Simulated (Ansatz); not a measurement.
Species: H3BS3, SMILES `SB(S)S` (charge 0, multiplicity 1), formula H3BS3.

How many basis functions does frozen-core CCSD(T)/cc-pVTZ // B3LYP-D3(BJ)/def2-TZVP in Ansatz (an electronic-structure program) use, how many core orbitals are frozen, and how many electrons are correlated?

174 basis functions and 16 frozen orbitals, which leaves 24 correlated electrons. Core time is of the order of minutes.
